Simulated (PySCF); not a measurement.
**Li (lithium, neutral) across methods**

[He] 2s1, 2S determinant. All numbers are calculated (PySCF 2.14, the spin-free X2C one-electron Hamiltonian (Gaussian nucleus), in aug-cc-pVQZ-DK). The B2PLYP total includes its PT2 part (frozen core); its orbital energies are those of the SCF part.

```json
{"method": "UHF", "E (hartree)": "-7.43339", "mean ε 1s α (eV)": "-67.668", "mean ε 1s β (eV)": "-67.181", "mean ε 2s α (eV)": "-5.344", "Σ⟨r²⟩ (bohr²)": "18.62", "⟨S²⟩": "0.750"}
{"method": "PBE", "E (hartree)": "-7.4619", "mean ε 1s α (eV)": "-51.654", "mean ε 1s β (eV)": "-51.425", "mean ε 2s α (eV)": "-3.223", "Σ⟨r²⟩ (bohr²)": "17.99", "⟨S²⟩": "0.750"}
{"method": "PBE0", "E (hartree)": "-7.4674", "mean ε 1s α (eV)": "-55.825", "mean ε 1s β (eV)": "-55.539", "mean ε 2s α (eV)": "-3.828", "Σ⟨r²⟩ (bohr²)": "17.98", "⟨S²⟩": "0.750"}
{"method": "LC-wPBE", "E (hartree)": "-7.4716", "mean ε 1s α (eV)": "-57.524", "mean ε 1s β (eV)": "-57.336", "mean ε 2s α (eV)": "-5.601", "Σ⟨r²⟩ (bohr²)": "17.86", "⟨S²⟩": "0.750"}
{"method": "TPSSh", "E (hartree)": "-7.4886", "mean ε 1s α (eV)": "-54.325", "mean ε 1s β (eV)": "-54.079", "mean ε 2s α (eV)": "-3.429", "Σ⟨r²⟩ (bohr²)": "17.90", "⟨S²⟩": "0.750"}
{"method": "LDA", "E (hartree)": "-7.3441", "mean ε 1s α (eV)": "-50.964", "mean ε 1s β (eV)": "-50.755", "mean ε 2s α (eV)": "-3.164", "Σ⟨r²⟩ (bohr²)": "18.31", "⟨S²⟩": "0.750"}
{"method": "B2PLYP", "E (hartree)": "-7.4700", "mean ε 1s α (eV)": "-60.452", "mean ε 1s β (eV)": "-60.086", "mean ε 2s α (eV)": "-4.294", "Σ⟨r²⟩ (bohr²)": "18.09", "⟨S²⟩": "0.750"}
{"method": "r2SCAN", "E (hartree)": "-7.4801", "mean ε 1s α (eV)": "-53.252", "mean ε 1s β (eV)": "-53.084", "mean ε 2s α (eV)": "-3.258", "Σ⟨r²⟩ (bohr²)": "18.05", "⟨S²⟩": "0.750"}
{"method": "r2SCANh", "E (hartree)": "-7.4800", "mean ε 1s α (eV)": "-54.739", "mean ε 1s β (eV)": "-54.537", "mean ε 2s α (eV)": "-3.477", "Σ⟨r²⟩ (bohr²)": "18.05", "⟨S²⟩": "0.750"}
```
